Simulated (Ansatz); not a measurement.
`[SiH3]/C=[CH]\[GaH2]` + `[SiH3][NH][AlH][Cl]` → `[SiH3][N]([SiH3])[AlH][Cl]` + `C=[CH][GaH2]` at 298.15 K and 1 bar (ligand exchange at the Si–C bond).

Isolated molecules relaxed with PBE0-D4/def2-TZVP in Ansatz; ΔE leaves out vibrations. CCSD(T)/CBS adds triple-zeta CCSD(T) − MP2 to the extrapolated MP2 energy (def2 sets, frozen cores). For Ga outer-core shells are correlated without core-valence functions, which leaves a few kJ/mol of doubt a bond. Scalar relativity is left out up to krypton. Each species was taken in one conformer, which may not be the lowest.

```csv
species,CCSD(T)/CBS energy (Eh),H − E (kJ/mol),S (J/(mol·K))
`[SiH3]/C=[CH]\[GaH2]`,-2293.28490,205.1,338.6
`[SiH3][NH][AlH][Cl]`,-1048.70845,151.8,352.3
`[SiH3][N]([SiH3])[AlH][Cl]`,-1339.00991,199.3,403.0
`C=[CH][GaH2]`,-2003.00582,159.8,297.4
```

H − E and S are ideal-gas, rigid-rotor, harmonic terms from PBE0-D4/def2-TZVP, for one conformer and one mirror image of each species. 1 Eh = 2625.50 kJ/mol, R = 8.31446 J/(mol·K).

Question: By hand: ΔE, ΔH, ΔS and ΔG.

Answer: ΔE = (-1339.00991) + (-2003.00582) − (-2293.28490) − (-1048.70845) = -0.02238 Eh = -58.8 kJ/mol. Δ(H − E) = 199.3 + 159.8 − 205.1 − 151.8 = 2.2, so ΔH = -56.6 kJ/mol. ΔS = 403.0 + 297.4 − 338.6 − 352.3 = 9.5 J/(mol·K). ΔG = -56.6 − 298.15 × (9.5)/1000 = -59.4 kJ/mol.

Question: By hand: the equilibrium constant, and the temperature at which ΔG would vanish if ΔH and ΔS stayed fixed.

Answer: log₁₀ K = −ΔG/(RT ln 10) = 10.4. ΔH and −TΔS have one sign here, so there is no such temperature.

The number of gas molecules stays the same, so ΔS is small and ΔH decides. A doubt of 5 kJ/mol in ΔE shifts log₁₀ K by 0.9 here. Other conformers and mirror images would add mixing entropy, several J/(mol·K) or more a flexible species. Modes under 60 cm⁻¹, often nearly free rotors, make the harmonic entropy too high. These are equilibria of isolated gas molecules and say nothing of rates. Largest T1 diagnostic: 0.013 (customary marks: 0.02 for closed shells, 0.045 for open ones).

ΔS is within the doubt of such terms, so its sign, and with it that verdict, could turn.
